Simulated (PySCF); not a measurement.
Compound: C₈H₁₁ (doublet state).
Z-matrix (Å and degrees, GFN2-xTB geometry), rows numbered from 1:
```
C 
C   1  1.2932
C   2  1.4654  1  144.30
C   3  1.5309  2  110.32  1   126.83
C   3  1.5141  2  107.64  1     3.66
C   5  1.3227  3  112.02  2  -103.68
C   6  1.4988  5  112.30  3    -1.64
C   7  1.5363  6  103.60  5   -10.77
H   1  1.0815  2  121.49  3   179.05
H   1  1.0924  2  124.71  3    -1.01
H   4  1.0879  3  110.35  2   -54.82
H   4  1.0879  3  110.00  2  -174.77
H   4  1.0875  3  110.22  2    65.01
H   5  1.0756  3  120.74  2    72.88
H   6  1.0772  5  126.18  3   177.37
H   7  1.0913  6  112.04  5  -132.07
H   7  1.0939  6  109.87  5   108.43
H   8  1.0889  3  111.48  2   -26.60
H   8  1.0907  3  108.99  2  -146.11
```

The hyperfine couplings belong to this conformer and change with its torsions.

Identity: `C=[C][C@]1(C)C=CCC1` [radical].

Computed, not measured: UKS B3LYP, pcH-1 on C H, non-relativistic, mean-field spin-orbit, GIAO in PySCF 2.14.0. The structure is a single GFN2-xTB conformer in the gas phase; no vibrational or solvent corrections. The geometry wasn't refined by DFT: couplings that depend on bond lengths, twists or pyramidal angles can differ widely from those at the functional's own minimum. No stability test was run, so a lower SCF solution isn't excluded.

(1) Give the isotropic g value and a_iso(1H) at H10.

(2) Take this nucleus alone (I = 1/2, g_N = 5.5857) with S = 1/2. Where do its 2 lines fall at 9.396 GHz to first order, to second order and exactly?

(3) What levels remain at zero field?

## Answers

(1) g_iso = 2.00217 and a = +173.97 MHz, or +6.208 mT (Mulliken spin population +0.09).

(2) First order: B = B0 − a·mI with B0 = 335.298 mT. Second order subtracts a²[I(I+1) − mI²]/(2B0). The exact fields come from the Breit–Rabi levels of H = g μB B Sz − g_N μN B Iz + a S·I.

| mI | first order (mT) | second order (mT) | exact (mT) | exact − first order |
| --- | --- | --- | --- | --- |
| −1/2 | 338.402 | 338.373 | 338.374 | -0.028 |
| +1/2 | 332.194 | 332.165 | 332.165 | -0.029 |

(3) F = I ± 1/2 = 1 and 0, at a·I/2 = +43.5 MHz and −a(I+1)/2 = -130.5 MHz, that is |a|(I + 1/2) = 174.0 MHz apart; F = 0 lies lower.

Other couplings of abundant isotopes, left aside here: 1 × 1H 117 MHz, 1 × 1H 4 MHz, 1 × 1H 3 MHz, 1 × 1H 2 MHz, 1 × 1H 1 MHz.
